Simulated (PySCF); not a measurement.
disilicic acid (H₆O₇Si₂), SMILES O[Si](O)(O)O[Si](O)(O)O. Atoms are numbered in the order given.

```xyz
15

O      2.8593     0.4533     0.3479
Si     1.4213    -0.3427     0.4374
O      1.3921    -1.4691    -0.7597
O      1.2589    -0.9260     1.9641
O      0.1292     0.6752     0.2210
Si    -1.3853     0.4744    -0.3659
O     -1.8166     1.8367    -1.1803
O     -1.2855    -0.8923    -1.3097
O     -2.5604     0.1612     0.7338
H      3.2555     0.4548    -0.5283
H      0.5013    -1.5915    -1.1301
H      2.0478    -1.3289     2.3370
H     -1.0889     2.3461    -1.5486
H     -2.1142    -1.3542    -1.4704
H     -2.9222     0.9184     1.2027
```
Charge 0, spin multiplicity 1.

Geometry: PBE0-D3(BJ)/def2-SVP. Other conformers were not sampled.

All values below come from CAM-B3LYP/def2-SVP (PySCF).

ESP charges are fitted to the potential on shells at 1.4 to 2.0 van der Waals radii. Atomic charges (e):

```tsv
atom	meta-Löwdin	ESP fit
O1	-0.71	-0.72
Si2	1.53	1.21
O3	-0.73	-0.78
O4	-0.70	-0.70
O5	-0.82	-0.65
Si6	1.54	1.21
O7	-0.71	-0.74
O8	-0.71	-0.80
O9	-0.70	-0.71
H10	0.33	0.43
H11	0.33	0.46
H12	0.33	0.43
H13	0.34	0.44
H14	0.34	0.47
H15	0.34	0.44
```

Computed Mayer and Wiberg (Löwdin basis) orders of the bonds:
```json
[
 {"bond": "O1–Si2", "Mayer": "1.19", "Wiberg": "1.30"},
 {"bond": "Si2–O3", "Mayer": "1.19", "Wiberg": "1.31"},
 {"bond": "Si2–O4", "Mayer": "1.20", "Wiberg": "1.31"},
 {"bond": "Si2–O5", "Mayer": "0.99", "Wiberg": "1.18"},
 {"bond": "O5–Si6", "Mayer": "1.08", "Wiberg": "1.27"},
 {"bond": "Si6–O7", "Mayer": "1.19", "Wiberg": "1.31"},
 {"bond": "Si6–O8", "Mayer": "1.06", "Wiberg": "1.21"},
 {"bond": "Si6–O9", "Mayer": "1.21", "Wiberg": "1.32"},
 {"bond": "O1–H10", "Mayer": "0.96", "Wiberg": "1.13"},
 {"bond": "O3–H11", "Mayer": "0.92", "Wiberg": "1.09"},
 {"bond": "O4–H12", "Mayer": "0.96", "Wiberg": "1.13"},
 {"bond": "O7–H13", "Mayer": "0.96", "Wiberg": "1.12"},
 {"bond": "O8–H14", "Mayer": "0.95", "Wiberg": "1.12"},
 {"bond": "O9–H15", "Mayer": "0.96", "Wiberg": "1.12"}
]
```
